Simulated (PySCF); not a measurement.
1-ethenyl-1-fluorocyclopropane (C₅H₇F), SMILES FC1(C=C)CC1.

Geometry optimised at PBE0-D3(BJ)/def2-SVP. One conformer was computed; it need not be the lowest.

Computed with PBE/def2-TZVP in PySCF.

Gas-phase values at a fixed geometry.

```json
{
 "total_energy": "-294.28382 hartree",
 "point_group": "Cs",
 "highest_occupied_level": "-5.94 eV",
 "lowest_empty_level": "-0.86 eV",
 "orbital_gap": "5.08 eV",
 "dipole_moment": "1.61 D",
 "quadrupole, principal values (traceless, Buckingham form, about the centre of nuclear charge)": "-2.22, -0.04, 2.26 D·Å",
 "mean_static_polarisability": "61.8 bohr³ (9.15 Å³)",
 "polarisability_principal_values": "49.7, 53.2, 82.4 bohr³"
}
```
